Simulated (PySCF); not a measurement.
C₃H₁₂AsIn, neutral, multiplicity 1. Atoms are numbered in the order given.

```xyz
17

In     0.0050     0.4828     0.8451
C      2.1964     0.6800     0.8786
H      2.6841    -0.3069     0.8939
H      2.5059     1.2249     1.7854
H      2.5580     1.2441     0.0051
C     -0.9554    -1.1612     1.9483
H     -1.9542    -1.3826     1.5416
H     -1.0758    -0.8773     3.0066
H     -0.3433    -2.0755     1.9111
C     -1.2234     2.1341     0.0665
H     -1.3876     2.8808     0.8606
H     -2.2084     1.7734    -0.2676
H     -0.7233     2.6391    -0.7743
As    -0.0109    -1.0417    -1.8236
H      0.7309    -2.3593    -1.9983
H      0.5271    -0.4195    -3.1042
H     -1.3046    -1.5372    -2.4542
```

Coordinates come from a B3LYP-D3(BJ)/def2-SVP optimisation. The isomer is the one that the SMILES or the coordinates give; other isomers of the formula were not compared. The def2 effective core potentials stand for the cores of In; spin–orbit coupling is left out. Other conformers were not sampled.

All values below come from B3LYP-D3(BJ)/def2-SVP (PySCF 2.14.0).

Frequencies are harmonic and unscaled.

```
mode  ν (cm⁻¹)  IR (km/mol)  moving atoms (share of kinetic energy)
----  --------  -----------  --------------------------------------
1           38          0.0                                  H 93 %
2           39          0.0                          C 49 %, H 38 %
3           39          0.0                          C 49 %, H 38 %
4           66          0.0                                  H 99 %
5           68          0.0                                  H 96 %
6           68          0.0                                  H 96 %
7           81          2.1                        As 64 %, In 26 %
8          110          3.8                  C 56 %, H 34 %, In 9 %
9          110          3.8                  C 56 %, H 34 %, In 9 %
10         117         11.1                 C 48 %, H 29 %, In 23 %
11         183          0.9                          H 86 %, As 8 %
12         184          0.9                          H 86 %, As 8 %
13         452          3.5                          C 81 %, H 19 %
14         480         39.8                 C 66 %, H 18 %, In 15 %
15         480         39.9                 C 66 %, H 18 %, In 16 %
16         629          0.0                          H 88 %, C 12 %
17         632          2.6                          H 86 %, C 14 %
18         632          2.6                          H 86 %, C 14 %
19         703        169.8                          H 80 %, C 18 %
20         724         69.2                          H 81 %, C 18 %
21         724         69.1                          H 81 %, C 18 %
22         921         95.1                                  H 97 %
23        1015          9.3                                  H 99 %
24        1015          9.3                                  H 99 %
25        1174          0.9                          H 81 %, C 19 %
26        1174          0.9                          H 81 %, C 19 %
27        1182          0.0                          H 84 %, C 16 %
28        1433          0.0                                  H 95 %
29        1435          1.2                                  H 95 %
30        1435          1.2                                  H 95 %
31        1439          0.2                                  H 95 %
32        1439          0.2                                  H 95 %
33        1443          0.7                                  H 95 %
34        2212        108.3                                  H 99 %
35        2234         63.5                                  H 99 %
36        2234         63.5                                  H 99 %
37        3026         28.7                                  H 97 %
38        3026         28.5                                  H 97 %
39        3027          1.4                                  H 97 %
40        3118          0.4                           H 91 %, C 9 %
41        3118          1.4                           H 91 %, C 9 %
42        3119         33.5                           H 91 %, C 9 %
43        3130          0.4                          H 90 %, C 10 %
44        3130         19.5                          H 90 %, C 10 %
45        3130         19.7                          H 90 %, C 10 %
```
